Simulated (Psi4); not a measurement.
F₃Ti (SMILES [F][Ti]([F])[F]), doublet, at a GFN2-xTB geometry (such geometries of metal compounds can be far from the true shape) (the multiplicity is a formal guess); HF/def2-SVP in Psi4.

Here is a job for Psi4.
```
memory 2 GB

molecule mol {
0 2
Ti   -0.000000    0.000000    0.000000
F    -1.428692   -0.903036    0.099927
F    -0.023880    1.549535   -0.681902
F     1.452571   -0.646499    0.581975
}

set {
  basis def2-svp
  reference uhf
  scf_type pk
  puream true
  d_convergence 1e-8
}

energy('scf')
print_variables()
```

It wrote (shortened):

```
   => Loading Basis Set <=

    Name: DEF2-SVP
    Role: ORBITAL
    Keyword: BASIS

         ---------------------------------------------------------
                                   SCF
               by Justin Turney, Rob Parrish, Andy Simmonett
                          and Daniel G. A. Smith
                              UHF Reference
         ---------------------------------------------------------

  ==> Geometry <==

    Molecular point group: c1
    Full point group: C1

    Geometry (in Angstrom), charge = 0, multiplicity = 2:

       Center              X                  Y                   Z               Mass
    ------------   -----------------  -----------------  -----------------  -----------------
         TI           0.000000181035    -0.000000000000    -0.000000000000    47.947941980000
         F           -1.428691818965    -0.903036000000     0.099927000000    18.998403162730
         F           -0.023879818965     1.549535000000    -0.681902000000    18.998403162730
         F            1.452571181035    -0.646499000000     0.581975000000    18.998403162730

  Running in c1 symmetry.

  Rotational constants: A =      0.20636  B =      0.20636  C =      0.10318 [cm^-1]
  Rotational constants: A =   6186.41176  B =   6186.41165  C =   3093.20585 [MHz]
  Nuclear repulsion =  229.502463933982256

  Charge       = 0
  Multiplicity = 2
  Electrons    = 49
  Nalpha       = 25
  Nbeta        = 24

  ==> Algorithm <==

  SCF Algorithm Type is PK.
  DIIS enabled.
  MOM disabled.
  Fractional occupation disabled.
  Guess Type is SAD.
  Energy threshold   = 1.00e-06
  Density threshold  = 1.00e-08
  Integral threshold = 1.00e-12

  ==> Primary Basis <==

  Basis Set: DEF2-SVP
    Blend: DEF2-SVP
    Number of shells: 29
    Number of basis functions: 73
    Number of Cartesian functions: 81
    Spherical Harmonics?: true
    Max angular momentum: 3

  ==> Integral Setup <==

  Using in-core PK algorithm.
   Calculation information:
      Number of atoms:                   4
      Number of AO shells:              29
      Number of primitives:             65
      Number of atomic orbitals:        81
      Number of basis functions:        73

      Integral cutoff                 1.00e-12
      Number of threads:                 1

  Performing in-core PK
  Using 7298102 doubles for integral storage.
  We computed 81260 shell quartets total.
  Whereas there are 94830 unique shell quartets.

  ==> DiskJK: Disk-Based J/K Matrices <==

[...]
   @UHF iter  19: -1146.58419141525383   -1.05274e-10   2.16952e-08 DIIS
   @UHF iter  20: -1146.58419141525951   -5.68434e-12   8.26643e-09 DIIS
  Energy and wave function converged.

  ==> Post-Iterations <==

   @Spin Contamination Metric:   3.402224017E-03
   @S^2 Expected:                7.500000000E-01
   @S^2 Observed:                7.534022240E-01
   @S   Expected:                5.000000000E-01
   @S   Observed:                5.000000000E-01

    Orbital Energies [Eh]
    ---------------------

    Alpha Occupied:

[...]
      25A     -0.450145

    Alpha Virtual:

[...]
    Beta Occupied:

[...]
    Beta Virtual:

[...]
      73A      3.891163

    Final Occupation by Irrep:
              A
    DOCC [    24 ]
    SOCC [     1 ]
    NA   [    25 ]
    NB   [    24 ]

  @UHF Final Energy: -1146.58419141525951

   => Energetics <=

    Nuclear Repulsion Energy =            229.5024639339822556
    One-Electron Energy =               -2037.9542581628431890
    Two-Electron Energy =                 661.8676028136014793
    Total Energy =                      -1146.5841914152595109

  UHF NO Occupations:
  HONO-2 :   23  A 1.9996133
  HONO-1 :   24  A 1.9993626
  HONO-0 :   25  A 1.0000000
  LUNO+0 :   26  A 0.0006374
  LUNO+1 :   27  A 0.0003867
  LUNO+2 :   28  A 0.0001423
  LUNO+3 :   29  A 0.0001423

Computation Completed

Properties will be evaluated at   0.000000,   0.000000,   0.000000 [a0]

Properties computed using the SCF density matrix

 Multipole Moments:

 ------------------------------------------------------------------------------------
     Multipole            Electronic (a.u.)      Nuclear  (a.u.)        Total (a.u.)
 ------------------------------------------------------------------------------------

 L = 1.  Multiply by 2.5417464519 to convert [e a0] to [Debye]
 Dipole X            :          0.0000021           -0.0000002            0.0000018
 Dipole Y            :          0.0000001            0.0000000            0.0000001
 Dipole Z            :          0.0000001            0.0000000            0.0000001
 Magnitude           :                                                    0.0000018

 ------------------------------------------------------------------------------------

  Variable Map:
  ----------------------------------------------------------------------------
[...]
  Array Variable Map:
  ----------------------------------------------------------------------------
[...]
[...]
```
